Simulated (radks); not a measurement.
Task: Radial electron density D(r) = 4 pi r^2 rho(r) of an atom or ion with 22 electrons. Method: scalar-relativistic Kohn-Sham, SCAN, spin-polarised, spherical densities, finite nucleus; meta-GGA in the generalised Kohn-Sham scheme; Fermi nuclear charge, rms radius of each element as measured or else 0.836 A^(1/3) + 0.57 fm; computed with a radial shooting solver on a logarithmic mesh with Libxc functionals.

```
   r/bohr * D(r) (the largest magnitude, 29.7, reaches the edge; | marks zero)
 0.003882 |  *
 0.005177 |   *
 0.006905 |      *
  0.00921 |          *
  0.01228 |                *
  0.01638 |                        *
  0.02185 |                                 *
  0.02914 |                                          *
  0.03887 |                                                 *
  0.05184 |                                                 *
  0.06915 |                                            *
  0.09223 |                                      *
    0.123 |                                       *
   0.1641 |                                                *
   0.2206 |                                                      *
   0.2942 |                                            *
   0.3924 |                         *
   0.5233 |                *
    0.698 |                   *
    0.931 |                    *
    1.242 |            *
    1.656 |    *
    2.209 | *
    2.946 *
    3.929 *
    5.241 *
     6.99 *
    9.323 *
    12.43 *
    16.58 *
```

What is the nuclear charge?

Result: Z = 23. The innermost maximum, from 1s, lies near gamma/Z bohr with gamma = sqrt(1 - (Z/c)^2) = 0.986, here 0.0429 bohr (found: 0.0460), and its height grows with Z. The density is that of the vanadium ion V+ in [Ar] 3d3 4d1; the configuration itself is not fixed sharply by these data, and Z only to about a unit. D(r) has 4 maxima, at r = 0.0460, 0.215, 0.826, 5.08 bohr, and minima at 0.103, 0.532, 3.66 bohr, inside which lie 2.13, 10.50, 21.10 electrons.
